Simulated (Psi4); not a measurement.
Two rigid molecules brought together: H2 ··· H2 (SMILES [H][H] and [H][H]). Monomers: optimised at B3LYP-D3(BJ) (def2-TZVP), held rigid. Orientation: lowest of the rigid-body minima from ten starts at GFN2-xTB. Only R, the distance of the centres of mass, is varied, so the lowest point isn't the relaxed dimer.

Computed with: PBE/def2-TZVP, counterpoise-corrected (Psi4); PBE-D3(BJ)/def2-TZVP, counterpoise-corrected (Psi4); PBE0/def2-TZVP, counterpoise-corrected (Psi4); CCSD(T)/aug-cc-pVDZ = DF-CCSD(T)/aug-cc-pVDZ, frozen core, counterpoise-corrected (Psi4).

Interaction energies in kcal/mol; the last columns give the difference from CCSD(T):

```tsv
R / Å	PBE/def2-TZVP	PBE-D3(BJ)/def2-TZVP	PBE0/def2-TZVP	CCSD(T)/aug-cc-pVDZ	PBE/def2-TZVP − CCSD(T)/aug-cc-pVDZ	PBE-D3(BJ)/def2-TZVP − CCSD(T)/aug-cc-pVDZ	PBE0/def2-TZVP − CCSD(T)/aug-cc-pVDZ
2.62	0.42	0.26	0.48	0.71	-0.29	-0.46	-0.23
2.84	0.05	-0.10	0.10	0.22	-0.18	-0.33	-0.12
3.07	-0.10	-0.22	-0.05	0.01	-0.12	-0.24	-0.07
3.26	-0.14	-0.24	-0.09	-0.05	-0.09	-0.19	-0.04
3.42	-0.14	-0.22	-0.10	-0.07	-0.07	-0.16	-0.03
3.69	-0.11	-0.18	-0.08	-0.07	-0.05	-0.11	-0.02
3.98	-0.08	-0.12	-0.06	-0.05	-0.03	-0.07	-0.01
4.24	-0.05	-0.09	-0.04	-0.04	-0.01	-0.05	0.00
4.73	-0.02	-0.04	-0.02	-0.02	0.00	-0.02	0.00
5.46	-0.01	-0.01	-0.01	-0.01	0.00	0.00	0.00
6.46	0.00	0.00	0.00	0.00	0.00	0.00	0.00
7.78	0.00	0.00	0.00	0.00	0.00	0.00	0.00
```

PBE/def2-TZVP is furthest from CCSD(T)/aug-cc-pVDZ at 2.62 (-0.29 kcal/mol, below); its mean absolute difference over the points is 0.07 kcal/mol.

PBE-D3(BJ)/def2-TZVP is furthest from CCSD(T)/aug-cc-pVDZ at 2.62 (-0.46 kcal/mol, below); its mean absolute difference over the points is 0.14 kcal/mol.

PBE0/def2-TZVP is furthest from CCSD(T)/aug-cc-pVDZ at 2.62 (-0.23 kcal/mol, below); its mean absolute difference over the points is 0.04 kcal/mol.
